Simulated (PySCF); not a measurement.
In(OH)(SH)2 (H3InOS2), SMILES [SH][In]([SH])[OH].

Coordinates come from a B3LYP-D3(BJ)/def2-SVP optimisation. The structure was generated by enumeration; whether it is a known compound was not checked. The def2 effective core potentials stand for the cores of In; spin–orbit coupling is left out. One conformer was computed; it need not be the lowest.

Method: B3LYP-D3(BJ)/def2-SVP (PySCF 2.14.0).

Frequencies are harmonic and unscaled.

Q: Estimate the vibrational spectrum. (Estimate from the structure and the level; the computed values follow.)

A: 
```json
[
 {"mode": "1", "ν (cm⁻¹)": "75", "IR (km/mol)": "5.2", "moving atoms (share of kinetic energy)": "S 72 %, In 20 %"},
 {"mode": "2", "ν (cm⁻¹)": "104", "IR (km/mol)": "8.7", "moving atoms (share of kinetic energy)": "In 37 %, O 31 %, S 24 %, H 8 %"},
 {"mode": "3", "ν (cm⁻¹)": "112", "IR (km/mol)": "17.3", "moving atoms (share of kinetic energy)": "O 64 %, S 16 %, In 10 %, H 10 %"},
 {"mode": "4", "ν (cm⁻¹)": "124", "IR (km/mol)": "2.7", "moving atoms (share of kinetic energy)": "H 92 %"},
 {"mode": "5", "ν (cm⁻¹)": "206", "IR (km/mol)": "4.0", "moving atoms (share of kinetic energy)": "H 95 %"},
 {"mode": "6", "ν (cm⁻¹)": "228", "IR (km/mol)": "124.1", "moving atoms (share of kinetic energy)": "H 92 %"},
 {"mode": "7", "ν (cm⁻¹)": "320", "IR (km/mol)": "5.2", "moving atoms (share of kinetic energy)": "S 87 %, In 8 %"},
 {"mode": "8", "ν (cm⁻¹)": "363", "IR (km/mol)": "43.1", "moving atoms (share of kinetic energy)": "S 68 %, In 30 %"},
 {"mode": "9", "ν (cm⁻¹)": "596", "IR (km/mol)": "69.8", "moving atoms (share of kinetic energy)": "O 85 %, In 13 %"},
 {"mode": "10", "ν (cm⁻¹)": "654", "IR (km/mol)": "10.5", "moving atoms (share of kinetic energy)": "H 95 %"},
 {"mode": "11", "ν (cm⁻¹)": "694", "IR (km/mol)": "5.2", "moving atoms (share of kinetic energy)": "H 94 %"},
 {"mode": "12", "ν (cm⁻¹)": "798", "IR (km/mol)": "77.7", "moving atoms (share of kinetic energy)": "H 93 %"},
 {"mode": "13", "ν (cm⁻¹)": "2664", "IR (km/mol)": "2.5", "moving atoms (share of kinetic energy)": "H 97 %"},
 {"mode": "14", "ν (cm⁻¹)": "2666", "IR (km/mol)": "2.2", "moving atoms (share of kinetic energy)": "H 97 %"},
 {"mode": "15", "ν (cm⁻¹)": "3823", "IR (km/mol)": "47.1", "moving atoms (share of kinetic energy)": "H 94 %"}
]
```
